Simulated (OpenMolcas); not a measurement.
An OpenMolcas run meant for Co II (ANO-R1, X2C; inactive shells 1s 2s 2p 3s 3p; intended active space 8 electrons in 6 orbitals (3d 4s)). One step of its input:

```
&CASPT2
Multistate=10 1 2 3 4 5 6 7 8 9 10
Frozen=2 3
IPEA=0.25
Imaginary=0.1
MaxIter=60
WThr=0.0 0.3 0.05
PrWF=0.5
NoMix
Deleted=6 7
```

The run finished. Its levels beside those of a sound run (SS-CASPT2, IPEA 0.25 Eh, imaginary shift 0.1 Eh (closed shells correlated: 3s 3p)), in cm⁻¹ above each run's lowest level:

```
     Level  This run  Usual run
3d⁷ 4s ⁵F₅       0.0       1291
3d⁷ 4s ⁵F₄       676       1952
3d⁷ 4s ⁵F₃      1221       2503
3d⁷ 4s ⁵F₂      1631       2923
3d⁷ 4s ⁵F₁      1905       3204
3d⁷ 4s ³F₄      7457       4804
3d⁷ 4s ³F₃      8357       5697
3d⁷ 4s ³F₂      9011       6343
3d⁷ 4s ⁵P₃     17420      17368
3d⁷ 4s ⁵P₂     17616      17488
3d⁷ 4s ⁵P₁     17971      17871
3d⁷ 4s ³G₅     20424      18067
3d⁷ 4s ³G₄     20760      18417
3d⁷ 4s ³G₃     21155      18798
```

**Question.** Which setting is unsound, and how much does it matter here?

**Answer.** Nearly half of the orbitals are deleted from the virtual space, which removes much of the correlation energy. Against the sound run the excited levels shown move by 1600 cm-1 on average and by 2700 cm-1 at most.

CASPT2 breaks the degeneracy within a term, and the mean is taken; among the terms shown or strongly mixed into the levels shown the widest spread is 920 cm-1 (3d⁷ 4s ³F, the sound run). Some high roots are left out of the spin-orbit mixing, which shifts the levels that they would mix with. Some terms miss by over 15 % even with CASPT2, which points to a basis or an active space too small for the shells correlated (holds for the sound run). The lowest computed level is not the ground level that NIST lists (3F4) (holds for this run). Only configurations of the active space appear.
